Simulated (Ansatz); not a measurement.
Input for Ansatz (an electronic-structure program): R-B3LYP/def2-TZVPPD on N2 (SMILES N#N). Files ending in .json are basis or fitting sets from the Basis Set Exchange.

Ansatz 0.2 input:
```yaml
crystal:
  periodic: [false, false, false]
  atoms:
    - {symbol: N, position_ang: [0.35842510, 0.06215926, -0.26468266]}
    - {symbol: N, position_ang: [-0.49305022, -0.03038760, 0.41040955]}
basis:
  gaussian:
    orbitals: def2-TZVPPD.json
hamiltonian:
  xc: {name: B3LYP}
scf: {lower_state_search: off}
```

Problem. Give the final energy of this run.

Solution. -109.5738 hartree.
